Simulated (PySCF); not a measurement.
A side-by-side comparison of computed properties.

First species: C₆H₇FO.
Cartesian coordinates in Å at the GFN2-xTB level; atoms count from 1:
```
atom  x, y, z in Å
C1     3.3021    0.3884    0.1995
C2     2.2852   -0.4583    0.1953
O3     0.9994   -0.0295    0.0974
C4     0.0169   -0.9561    0.1010
C5    -1.2783   -0.6187    0.0079
F6    -2.1674   -1.6457    0.0237
C7    -1.8203    0.7118   -0.1065
C8    -3.1189    0.9834   -0.1978
H9     4.3109    0.0330    0.2776
H10    3.1449    1.4488    0.1256
H11    2.4209   -1.5329    0.2689
H12    0.3070   -1.9982    0.1824
H13   -1.0709    1.4895   -0.1126
H14   -3.4787    1.9930   -0.2818
H15   -3.8574    0.1995   -0.1910
```

Second species: C6H6F2O2.
SMILES: `C#C/C(=C\OC)OC(F)F`

Levels: PBE0/def2-SVPD for dipole moment, HOMO energy, LUMO energy, HOMO–LUMO gap, static isotropic polarisability and electronic spatial extent ⟨r²⟩ about the centre of nuclear charge; TDDFT PBE0/def2-SVPD for lowest singlet excitation; TDA PBE0/def2-SVPD for lowest triplet excitation (Tamm–Dancoff); GFN2-xTB for rotational constant A and rotational constant C. Geometries: GFN2-xTB. Each structure is a single optimised conformer of the isolated species, non-relativistic unless stated. Electronic properties by PySCF.

Dipoles, sizes and rotational constants follow the conformer. The torsions of the flexible species, by atom-mapped SMILES:
- `[CH2:1]=[CH:2][O:3]/[CH:4]=[C:5](/[F:6])[CH:7]=[CH2:8]`: C1–C2–O3–C4 180°, C2–O3–C4–C5 180°, C4–C5–C7–C8 180°
- `[CH:1]#[C:2]/[C:3](=[CH:4]\[O:5][CH3:6])[O:7][CH:8]([F:9])[F:10]`: C3–C4–O5–C6 -2°, C2–C3–O7–C8 -140°, C3–O7–C8–F9 153°

Values for the first species:

| Property | Result |
| --- | --- |
| Dipole moment | 1.46 D |
| HOMO energy | -6.19 eV |
| LUMO energy | -1.02 eV |
| HOMO–LUMO gap | 5.17 eV |
| Lowest singlet excitation | 4.79 eV |
| Lowest triplet excitation (Tamm–Dancoff) | 2.82 eV |
| Static isotropic polarisability | 91.3 au |
| Electronic spatial extent ⟨r²⟩ about the centre of nuclear charge | 1355 bohr² |
| Rotational constant A | 5.244 GHz |
| Rotational constant C | 0.805 GHz |

(1) Estimate the same properties for the second species, and the change in each.

Results:

(1) 
```json
{"property": "dipole moment", "first": "1.46 D", "second": "3.96 D", "second less first": "+2.50 D"}
{"property": "HOMO energy", "first": "-6.19 eV", "second": "-6.78 eV", "second less first": "-0.59 eV"}
{"property": "LUMO energy", "first": "-1.02 eV", "second": "-0.95 eV", "second less first": "+0.07 eV"}
{"property": "HOMO–LUMO gap", "first": "5.17 eV", "second": "5.83 eV", "second less first": "+0.66 eV"}
{"property": "lowest singlet excitation", "first": "4.79 eV", "second": "5.05 eV", "second less first": "+0.26 eV"}
{"property": "lowest triplet excitation (Tamm–Dancoff)", "first": "2.82 eV", "second": "3.30 eV", "second less first": "+0.48 eV"}
{"property": "static isotropic polarisability", "first": "91.3 au", "second": "83.3 au", "second less first": "-8.0 au"}
{"property": "electronic spatial extent ⟨r²⟩ about the centre of nuclear charge", "first": "1355 bohr²", "second": "1714 bohr²", "second less first": "+359 bohr²"}
{"property": "rotational constant A", "first": "5.244 GHz", "second": "2.189 GHz", "second less first": "-3.055 GHz"}
{"property": "rotational constant C", "first": "0.805 GHz", "second": "0.611 GHz", "second less first": "-0.194 GHz"}
```

On the first: In wavenumbers S1 is 38700 cm⁻¹ (1 eV = 8065.54 cm⁻¹). The dipole matches unit charges of opposite sign 0.30 Å apart (1 e·Å = 4.8032 D).

On the second: The 6 singlets span 5.05 to 6.84 eV, and their oscillator strengths add up to 0.33. The principal polarisabilities are 56.5, 90.2 and 103.3 au; their mean is the isotropic value.
